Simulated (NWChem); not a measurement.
AlHOCl₂; SMILES [OH][Al]([Cl])[Cl]

```xyz
5

Al     0.3523     0.0077     0.0000
Cl    -0.6843    -1.8051     0.0000
Cl    -0.6981     1.8025     0.0000
O      2.0354     0.0764     0.0000
H      2.6379    -0.6689     0.0000
```
Atoms are numbered in this order, from 1.

The geometry was optimised at PBE0/def2-SVP.

Symmetry labels are those of Cs in the frame above (b1 and b2, or b-type labels, depend on it).

Question: List the 4 lowest vertical singlet excitations from PBE0/def2-SVPD, TDA (NWChem).

Answer: 
| state | energy (eV) | oscillator strength | symmetry | leading excitation (squared amplitude) |
|---|---|---|---|---|
| S1 | 6.77 | 0.012 | a' | HOMO → LUMO (0.98) |
| S2 | 7.00 | 0.000 | a" | HOMO−2 → LUMO (0.53) |
| S3 | 7.04 | 0.000 | a" | HOMO−1 → LUMO (0.53) |
| S4 | 7.30 | 0.062 | a' | HOMO−3 → LUMO (0.94) |
